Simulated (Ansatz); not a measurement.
Z-matrix (Å, degrees):
```
C
Si 1 1.877
C 1 1.494 2 66.6
F 1 1.367 2 130.3 3 109.4
H 1 1.092 2 109.9 3 -106.4
H 2 1.477 1 115.2 3 112.7
H 2 1.477 1 123.1 3 -94.9
F 3 1.367 1 119.3 2 -124.4
H 3 1.092 1 112.3 2 102.9
```

Total charge 0; spin multiplicity 1.

Question: List the PBE0/def2-TZVPP orbital energies in eV (Ansatz). (Best estimate.)

Answer: Computed: Occupied: -1803.12, -673.96, -673.96, -280.51, -280.50, -145.51, -100.16, -100.16, -100.14, -33.81, -33.67, -22.45, -17.51, -15.77, -15.13, -14.22, -13.37, -12.86, -12.57, -11.59, -10.54, -10.34, -8.28, -7.54. Lowest empty: -0.47, 0.33, 0.68, 1.02, 2.17, 2.42, 3.23, 3.93.
